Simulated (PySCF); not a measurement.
**Indirect couplings**

Geometry (Å), atoms numbered from 1 in this order:
```xyz
16

Ge   -2.625    0.699   -0.284
O    -0.897    1.136   -0.164
C     0.094    0.164   -0.359
C     1.507    0.775   -0.384
Ge    2.173   -0.918    0.383
C     0.230   -0.908    0.747
H    -3.039   -0.167    0.922
H    -3.364    2.042   -0.286
H    -2.841   -0.084   -1.597
H    -0.072   -0.361   -1.325
H     1.850    1.173   -1.348
H     1.571    1.565    0.380
H     2.634   -1.969   -0.643
H     3.146   -0.862    1.572
H    -0.391   -1.809    0.646
H     0.054   -0.449    1.734
```

Method: B3LYP/pcJ-1 (pcSseg-1 on Ge) (without the spin–dipole term)//PBE0-D3(BJ)/def2-SVP, PySCF 2.14; isolated molecule, single conformer, non-relativistic. Couplings are averaged over pairs made equivalent by symmetry, fast rotation or ring inversion, so a value needn't be that of the named pair in this geometry, while other rotamers aren't included; one pair stands for each set, and the list holds a selection of those of at least 1.5 Hz over up to four bonds, among pairs with at least one C or H atom (others weren't computed).

Isotopes: $^{13}$C, $^{1}$H, $^{17}$O. Couplings to quadrupolar nuclei such as 17O and 33S are rarely resolved in practice.

```json
{"pair": "O2, C3", "bonds": "1", "J (Hz)": "27.6"}
{"pair": "C3, C4", "bonds": "1", "J (Hz)": "?"}
{"pair": "C3, H10", "bonds": "1", "J (Hz)": "143.9"}
{"pair": "C4, H11", "bonds": "1", "J (Hz)": "151.2"}
{"pair": "C4, H12", "bonds": "1", "J (Hz)": "?"}
{"pair": "O2, C4", "bonds": "2", "J (Hz)": "-5.1"}
{"pair": "O2, H7", "bonds": "2", "J (Hz)": "-7.2"}
{"pair": "C3, H11", "bonds": "2", "J (Hz)": "-1.9"}
{"pair": "C3, H12", "bonds": "2", "J (Hz)": "?"}
{"pair": "C4, C6", "bonds": "2", "J (Hz)": "?"}
{"pair": "C4, H13", "bonds": "2", "J (Hz)": "3.8"}
{"pair": "C4, H14", "bonds": "2", "J (Hz)": "4.4"}
{"pair": "H13, H14", "bonds": "2", "J (Hz)": "25.3"}
{"pair": "O2, H12", "bonds": "3", "J (Hz)": "?"}
{"pair": "C3, H7", "bonds": "3", "J (Hz)": "?"}
{"pair": "C3, H13", "bonds": "3", "J (Hz)": "-1.8"}
{"pair": "C3, H14", "bonds": "3", "J (Hz)": "?"}
{"pair": "C4, H15", "bonds": "3", "J (Hz)": "?"}
{"pair": "H10, H11", "bonds": "3", "J (Hz)": "8.9"}
{"pair": "H10, H12", "bonds": "3", "J (Hz)": "11.9"}
{"pair": "H12, H13", "bonds": "3", "J (Hz)": "4.0"}
{"pair": "H12, H14", "bonds": "3", "J (Hz)": "3.2"}
{"pair": "O2, H13", "bonds": "4", "J (Hz)": "-2.3"}
{"pair": "O2, H14", "bonds": "4", "J (Hz)": "-3.5"}
{"pair": "H10, H14", "bonds": "4", "J (Hz)": "-2.7"}
{"pair": "H11, H15", "bonds": "4", "J (Hz)": "5.2"}
```

**Question.** Estimate the withheld couplings, with signs.

**Answer.** 
- $^{1}J$(C3,C4) = 34.1 Hz (mean over equivalent pairs that range from 32.2 to 36.0 Hz in this conformer)
- $^{1}J$(C4,H12) = 138.5 Hz (bond length 1.102 Å, sp3 carbon)
- $^{2}J$(C3,H12) = -6.4 Hz (angle at C4 109°)
- $^{2}J$(C4,C6) = 4.0 Hz (angle at C3 102°)
- $^{3}J$(O2,H12) = -3.8 Hz (mean over equivalent pairs that range from -4.8 to -2.8 Hz in this conformer)
- $^{3}J$(C3,H7) = 2.6 Hz (mean over equivalent pairs that range from -0.4 to 6.4 Hz in this conformer)
- $^{3}J$(C3,H14) = 9.9 Hz
- $^{3}J$(C4,H15) = 14.6 Hz

Relativistic effects of the heavier atoms present are left out.
